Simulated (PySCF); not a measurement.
HCu, triplet, geometry from GFN2-xTB (such geometries of metal compounds can be far from the true shape) (the multiplicity is a formal guess). Base run: M06L/def2-SV(P) (PySCF).

The PySCF input:
```python
from pyscf import gto, scf, dft

mol = gto.M(
    atom='''
Cu   -0.000000   -0.000000   -0.052231
H     0.000000    0.000000    1.514692
''',
    basis='def2-sv(p)',
    charge=0,
    spin=2,
    verbose=3,
)

mf = dft.UKS(mol)
mf.xc = 'm06l'
mf.kernel()
mf.analyze()
```

Each row names what was changed in the base input (with any setting that the change needs).

```csv
change,ΔE vs base (µEh),grid points,electrons on the grid,outcome
base,0.0,30448,30.00000,converged
grids.level = 2,106,18416,30.00000,converged
grids.prune = dft.gen_grid.treutler_prune,-176,28928,30.00000,converged
small_rho_cutoff = 0,0.0,30448,30.00000,converged
"grids.atom_grid = (50, 194)",-2098,12872,30.00000,converged
grids.level = 7,15.8,137736,30.00000,converged
"grids.atom_grid = (150, 974)",15.9,154240,30.00000,converged
grids.becke_scheme = stratmann,-0.6,30448,30.00000,converged
grids.prune = dft.gen_grid.sg1_prune,-,-,-,stopped with an error
grids.level = 4,18.8,46088,30.00000,converged
grids.prune = off,-88.2,54160,30.00000,converged
```

Open shells are given as the SCF converged; they aren't shown to be the lowest states, and a large step between rows can be another state.

- grids.prune = dft.gen_grid.sg1_prune: ended with `IndexError: index 29 is out of bounds for axis 0 with size 19`
